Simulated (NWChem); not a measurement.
System meant: SnIF, singlet; SMILES [Sn]([F])[I]

Input file for NWChem:

```
start job
memory heap 200 mb stack 900 mb global 1100 mb
geometry units angstroms noautoz
  Sn     0.311267     1.262720     0.000000
  F     -1.560145     1.827923     0.000000
  I     -0.073522    -1.454427     0.000000
end
basis spherical
  Sn library def2-svp
  F library def2-svp
  I library def2-svp
end
ecp
  Sn library def2-ecp
  I library def2-ecp
end
dft
  odft
  mult 2
  xc b3lyp
  iterations 150
  mulliken
end
task dft energy
```

End of the output:

```
 ==============================================================================
                                 internuclear angles
 ------------------------------------------------------------------------------
        center 1       |       center 2       |       center 3       |  degrees
 ------------------------------------------------------------------------------
    2 F                |   1 Sn               |   3 I                |    98.74
 ------------------------------------------------------------------------------
                            number of included internuclear angles:          1
 ==============================================================================

 Summary of "ao basis" -> "" (spherical)
 ------------------------------------------------------------------------------
       Tag                 Description            Shells   Functions and Types
 ---------------- ------------------------------  ------  ---------------------
 Sn                         def2-svp                10       26   4s4p2d
 F                          def2-svp                 6       14   3s2p1d
 I                          def2-svp                10       26   4s4p2d

                                 NWChem DFT Module
                                 -----------------

 Summary of "ao basis" -> "ao basis" (spherical)
 ------------------------------------------------------------------------------
       Tag                 Description            Shells   Functions and Types
 ---------------- ------------------------------  ------  ---------------------
 Sn                         def2-svp                10       26   4s4p2d
 F                          def2-svp                 6       14   3s2p1d
 I                          def2-svp                10       26   4s4p2d

      Symmetry analysis of basis
      --------------------------

        a'         46
        a"         20

  number of electrons :                   56
  multiplicity        :                    2
 ------------------------------------------------------------------------
  no. of electrons and multiplicity not compatible                  56
 ------------------------------------------------------------------------
 ------------------------------------------------------------------------
  current input line :
    24: task dft energy
 ------------------------------------------------------------------------
 ------------------------------------------------------------------------
 There is an error in the input file
 ------------------------------------------------------------------------
 For more information see the NWChem manual at https://nwchemgit.github.io

0: no. of electrons and multiplicity not compatible:Received an Error in Communication
```

Question: What is wrong, and how is it mended?

Answer: The program refused the input. Cause: the multiplicity doesn't fit the number of electrons (an even count wants an odd multiplicity, and the reverse). This input runs:
```
start job
memory heap 200 mb stack 900 mb global 1100 mb
geometry units angstroms noautoz
  Sn     0.311267     1.262720     0.000000
  F     -1.560145     1.827923     0.000000
  I     -0.073522    -1.454427     0.000000
end
basis spherical
  Sn library def2-svp
  F library def2-svp
  I library def2-svp
end
ecp
  Sn library def2-ecp
  I library def2-ecp
end
dft
  xc b3lyp
  iterations 150
  mulliken
end
task dft energy
```
It converges to -612.02194 Ha (B3LYP/def2-SVP with def2 effective core potentials on Sn, I).
